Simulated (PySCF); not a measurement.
Compound: C7H7O2P.
Atom-mapped SMILES: `[CH3:1][O:2][C:3](=[O:4])[c:5]1[cH:6][cH:7][cH:8][cH:9][p:10]1`

Probes without a nucleus sit at each ring's centroid and 1 Å off its mean plane on both sides; NICS is minus the shielding there, NICSzz its component along the normal. Level: GIAO PBE0/pcSseg-1 (PySCF, non-relativistic, gas phase) on the GFN2-xTB geometry, one conformer.

Ring bond lengths (Å), with Mayer bond orders in brackets: C5–C6 1.387 (1.39), C6–C7 1.381 (1.45), C7–C8 1.389 (1.42), C8–C9 1.379 (1.46), C9–P10 1.738 (1.28), P10–C5 1.746 (1.27).

Problem. Give the NICS values of each ring in ppm.

Solution. 
| ring | type | NICS(0) | NICS(1), two faces | NICS(1)zz, two faces | rms pucker (Å) | centre to ring atoms, mean (Å) |
| --- | --- | --- | --- | --- | --- | --- |
| C5–C6–C7–C8–C9–P10 | 6-membered ring with P; formal bonds all aromatic | -7.1 | -10.4 / -10.4 | -25.7 / -25.7 | 0.00 | 1.49 |

Problem. What do they say, and how far can they be read as aromaticity?

Solution. 
- C5–C6–C7–C8–C9–P10: mean NICS(1)zz -25.7 ppm, shielded.

Problem. How equal are the bonds by HOMA? HOMA takes Krygowski's 1993 parameters.

Solution. 
- C5–C6–C7–C8–C9–P10: HOMA 0.92; the largest term is that of P10–C5, α(R − Ropt)² = 0.27.

Problem. At the first NICS(1) probe listed for ring C5–C6–C7–C8–C9–P10, 1 Å off the ring, what do the in-plane components average?

Solution. The isotropic value is a third of the trace: (3 × -10.4 − (-25.7))/2 = -2.8 ppm.

Problem. List the ring angles and the Hirshfeld charges of the ring atoms.

Solution. 
- C5–C6–C7–C8–C9–P10: C5 125.9° (-0.081 e), C6 123.3° (-0.030 e), C7 122.2° (-0.038 e), C8 123.6° (-0.032 e), C9 126.1° (-0.106 e), P10 98.8° (+0.110 e); sum 720.0° against 720° for a flat convex ring.

Shape of the structure used: `[CH3:1][O:2][C:3](=[O:4])[c:5]1[cH:6][cH:7][cH:8][cH:9][p:10]1`: C1–O2–C3–O4 0°, O2–C3–C5–C6 180°.
